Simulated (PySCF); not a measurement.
Zn(OH)(SiH3) (H4OSiZn), SMILES [SiH3][Zn][OH].

The structure is a stationary point at r2SCAN-D4/def2-SVP. The geometry has at least one imaginary mode, so it is a saddle point at that level. The values are those of a single conformer.

Computed with PySCF with B3LYP/def2-TZVPD.

Isolated molecule, no solvent.

Task: Estimate the frontier levels, gap, dipole moment and polarisability. (An estimate is asked for; the answer gives what the named calculation found.)

Result: 
The highest occupied level is -7.83 eV, the lowest empty level is -1.19 eV and the orbital gap is 6.65 eV. The dipole moment is 1.45 D and the quadrupole, principal values (traceless, Buckingham form, about the centre of nuclear charge) is -10.00, 2.47, 7.53 D·Å. The mean static polarisability comes out as 63.2 bohr³ (9.37 Å³). The polarisability, principal values is 52.9, 53.0, 83.7 bohr³.
